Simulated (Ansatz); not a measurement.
`[OH][Al]([Cl])[Br]` + H₂O → `[OH][Al]([OH])[Cl]` + HBr at 600 K and 1 bar (formal hydrolysis of the Al–Br bond).

Isolated molecules relaxed with PBE0-D4/def2-TZVP in Ansatz; ΔE leaves out vibrations. CCSD(T)/CBS is the MP2 limit (def2-TZVPP, def2-QZVPP) plus CCSD(T) − MP2 in def2-TZVPP, frozen cores. This one scheme is used for every species. For Br outer-core shells are correlated without core-valence functions, which leaves a few kJ/mol of doubt a bond. Scalar relativity is left out up to krypton. One conformer a species, not always the lowest.

```csv
species,CCSD(T)/CBS energy (Eh),H − E (kJ/mol),S (J/(mol·K))
`[OH][Al]([Cl])[Br]`,-3351.09145,87.9,396.2
H₂O,-76.37941,76.8,212.8
`[OH][Al]([OH])[Cl]`,-853.54131,124.3,381.2
HBr,-2573.91920,33.5,219.1
```

H − E and S are ideal-gas, rigid-rotor, harmonic terms from PBE0-D4/def2-TZVP, for one conformer and one mirror image of each species. 1 Eh = 2625.50 kJ/mol, R = 8.31446 J/(mol·K).

Question: By hand: ΔE, ΔH, ΔS and ΔG.

Answer: ΔE = (-853.54131) + (-2573.91920) − (-3351.09145) − (-76.37941) = 0.01035 Eh = 27.2 kJ/mol. Δ(H − E) = 124.3 + 33.5 − 87.9 − 76.8 = -6.9, so ΔH = 20.3 kJ/mol. ΔS = 381.2 + 219.1 − 396.2 − 212.8 = -8.7 J/(mol·K). ΔG = 20.3 − 600 × (-8.7)/1000 = 25.5 kJ/mol.

Question: By hand: the equilibrium constant, and the temperature at which ΔG would vanish if ΔH and ΔS stayed fixed.

Answer: log₁₀ K = −ΔG/(RT ln 10) = -2.2. ΔH and −TΔS have one sign here, so there is no such temperature.

The number of gas molecules stays the same, so ΔS is small and ΔH decides. A doubt of 5 kJ/mol in ΔE shifts log₁₀ K by 0.4 here. Other conformers and mirror images would add mixing entropy, several J/(mol·K) or more a flexible species. These are equilibria of isolated gas molecules and say nothing of rates. Largest T1 diagnostic: 0.011 (customary marks: 0.02 for closed shells, 0.045 for open ones).

ΔS is within the doubt of such terms, so its sign, and with it that verdict, could turn.
